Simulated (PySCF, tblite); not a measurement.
## Complex of methyllithium and fluoromethane

A gas-phase complex of methyllithium and fluoromethane; neutral, singlet. The structure comes from a short search (6 tight-binding starts) and was relaxed by PBE0-D3(BJ)/def2-SVPD; another way of binding may lie lower. No frequency run checks that it is a minimum.

```csv
part,name,SMILES,atoms,charge,multiplicity
1,methyllithium,[Li][CH3],1–5,0,1
2,fluoromethane,CF,6–10,0,1
```

```xyz
10

C    -0.076   -0.360    0.020
Li    1.087   -1.584    1.074
H    -0.526    0.451    0.627
H    -0.946   -0.843   -0.473
H     0.452    0.163   -0.801
C     0.260   -3.971   -0.017
F     1.170   -3.460    0.939
H     0.847   -4.529   -0.755
H    -0.437   -4.625    0.519
H    -0.252   -3.110   -0.465
```
Atom numbers follow the order of the file, from 1.

| contact | kind (by geometry) | distance (Å) | angle (°) |
| --- | --- | --- | --- |
| Li2···F7 | ion contact | 1.883 | - |

Interaction energies are complex less parts, with the parts frozen as they stand in it; counterpoise-corrected, in kcal/mol (PySCF).

(1) How strongly do the parts interact, level by level?

(2) What holds them together? Decompose the wB97M-D3(BJ)/def2-TZVPD energy: frozen parts, their antisymmetrised product, then relaxation.

The parts were also relaxed and run alone, at the levels used for the complex: shieldings by PBE0/pcSseg-2; core levels by delta-SCF with SCAN, pcX-2 on the ionised atom and pcseg-1 elsewhere, spin-free X2C.

(3) What does binding change?

Results:

(1) 
```csv
level,interaction,superposition error removed
wB97M-D3(BJ)/def2-TZVPD,-13.94,-0.13
PBE0-D3(BJ)/def2-TZVPD,-14.25,-0.11
```

(2) electrostatic -19.2, Pauli repulsion +13.2, orbital relaxation -6.7, dispersion correction -1.3 kcal/mol, which sum to the value before the counterpoise correction; the Pauli term holds the exchange-correlation of the frozen density too. Of the attraction, 70 % is electrostatic, 25 % is orbital relaxation, 5 % is dispersion correction.

(3) 
```json
{"property": "shielding of Li2 (ppm)", "alone": "86.0", "in the complex": "86.0", "change": "0.0"}
{"property": "shielding of F7 (ppm)", "alone": "465.8", "in the complex": "458.7", "change": "-7.1"}
{"property": "C1 1s core level (eV)", "alone": "287.40", "in the complex": "287.23", "change": "-0.17"}
{"property": "Li2 1s core level (eV)", "alone": "63.64", "in the complex": "62.29", "change": "-1.35"}
```
